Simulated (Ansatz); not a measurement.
Cost and result up the ladder for Ca₂O₂ (4 atoms). Total charge 0; singlet. Geometry: PBE0-D4/def2-TZVP.

```xyz
4

Ca   -0.855   -0.876   -0.823
Ca    0.856    0.870    0.828
O     1.129   -0.447   -0.697
O    -1.130    0.452    0.692
```

Ansatz on 4 threads of Intel Xeon 6975P-C on a shared host. Times are rough, and most runs start from the orbitals of an earlier one. ωB97M-V/def2-TZVP serves as the yardstick here, not as an exact answer. Differences are given only for rows in sets of like size (and for xTB, whose basis is part of the method), since another set adds its own error. Binding counts from free atoms at the same level (Ca singlet, O triplet; other spins of the atoms weren't run), without zero-point energy or a counterpoise term.

B3LYP takes the VWN-RPA correlation. Correlated methods freeze 12 core orbitals; core or outer-core shells of Ca are correlated, in sets that lack core-valence functions. The structure comes from a short search, and lower isomers may exist.

Correlated methods converge slowly with the basis.

```csv
level,functions,wall time,binding energy per atom (eV),difference from ωB97M-V/def2-TZVP (eV),remarks
PBE-D4/def2-SVP,76,0.5 s,3.82,–,–
PBE0-D4/def2-SVP,76,0.8 s,3.45,–,–
PBE-D4/def2-TZVPD,152,1.1 s,3.76,0.41,–
PBE0-D4/def2-TZVP,134,1.1 s,3.39,0.04,–
PBE0-D4/def2-TZVPD,152,1.2 s,3.41,0.06,–
B3LYP-D4/def2-TZVP,134,1.3 s,3.41,0.07,–
BHLYP-D4/def2-TZVP,134,1.3 s,2.99,-0.36,–
RPA@PBE/def2-TZVP,134,1.6 s,2.59,-0.76,–
r2SCANh-D4/def2-TZVP,134,1.8 s,3.55,0.21,–
r2SCAN-D4/def2-TZVP (with forces),134,1.9 s,3.70,0.35,–
r2SCAN-D4/def2-TZVPD,152,2.1 s,3.72,0.37,–
B97M-V/def2-TZVP,134,2.6 s,3.47,0.12,–
ωB97M-V/def2-TZVP,134,3.5 s,3.35,0.00,–
CCSD(T)/def2-TZVPP,134,7.5 s,2.96,-0.39,large T1 (0.021)
```
